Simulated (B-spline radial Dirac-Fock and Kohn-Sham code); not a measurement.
Method: one-electron (LDA, Dirac) transition rates at Dirac-Fock energies. Computed with a radial atomic solver. Free neutral atoms.

Question: Order these holes by natural width, smallest first.
A. Pr L2 (2p1/2)
B. In M4 (3d3/2)
C. Rh L3 (2p3/2)
D. Re K (1s)
E. Ce M4 (3d3/2)

Answer: B (0.452 eV), E (0.779 eV), C (1.97 eV), A (3.51 eV), D (41.0 eV).
